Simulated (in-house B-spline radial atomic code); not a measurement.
Configurations of the titanium ion Ti⁵⁺, with energies counted from [Ne] 3s2 3p5. Computed with a radial B-spline atomic code at the basis-set limit: Dirac-Hartree-Fock, average of configuration, Fermi nucleus of rms radius 3.5921 fm. Energies include first-order Breit, QED and recoil terms.

Occupations are held fixed; configurations that lie above the ionisation limit could autoionise.

```
   configuration  E - E(ref) (eV)  highest orbital  its <r> (bohr)
[Ne] 3s2 3p4 5s1           88.229            5s1/2            3.94
[Ne] 3s2 3p4 6s1           99.702            6s1/2           6.177
[Ne] 3s2 3p4 5g1           100.01            5g9/2           4.573
[Ne] 3s2 3p4 6d1           103.99            6d5/2           7.354
[Ne] 3s2 3p4 7f1           109.42            7f7/2           10.97
[Ne] 3s2 3p4 7g1           109.61            7g9/2           10.56
[Ne] 3s1 3p5 6d1            133.9            6d5/2           7.346
```

(1) Order these further configurations by energy, lowest first.
A. [Ne] 3s1 3p5 6f1
B. [Ne] 3s1 3p5 7f1
C. [Ne] 3s1 3p5 4f1
D. [Ne] 3s2 3p4 4f1
E. [Ne] 3s2 3p4 6f1

(2) How far above the reference does [Ne] 3s1 3p5 3d1 lie?

(3) How far above the reference does [Ne] 3s1 3p5 7d1 lie?

Results:

(1) D (88.309 eV), E (105.7 eV), C (118.2 eV), A (135.61 eV), B (139.33 eV).

(2) 67.575 eV; its least bound orbital is 3d5/2 with <r> = 1.057 bohr.

(3) 138.3 eV; its least bound orbital is 7d5/2 with <r> = 10.4 bohr.
